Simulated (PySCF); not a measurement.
Electron correlation in V(2+) (vanadium, charge +2)

[Ar] 3d2 4s1, high-spin 4F determinant (an excited configuration). Calculation: PySCF 2.14, in x2c-QZVPPall (11s7p5d3f2g, 96 functions); the spin-free X2C one-electron Hamiltonian (Gaussian nucleus). Frozen: [Ar]; 3 electrons correlated.

MP2 pair energies summed by pair of shells (mhartree):

```csv
pair,energy,share (%)
3d-4s,-6.40,57.1
3d-3d,-4.80,42.9
```

Total MP2 correlation energy: -11.20 mhartree.

Same-spin part -11.20 and opposite-spin part 0.00 mhartree; SCS-MP2 scales them by 1/3 and 6/5 to -3.73 mhartree.
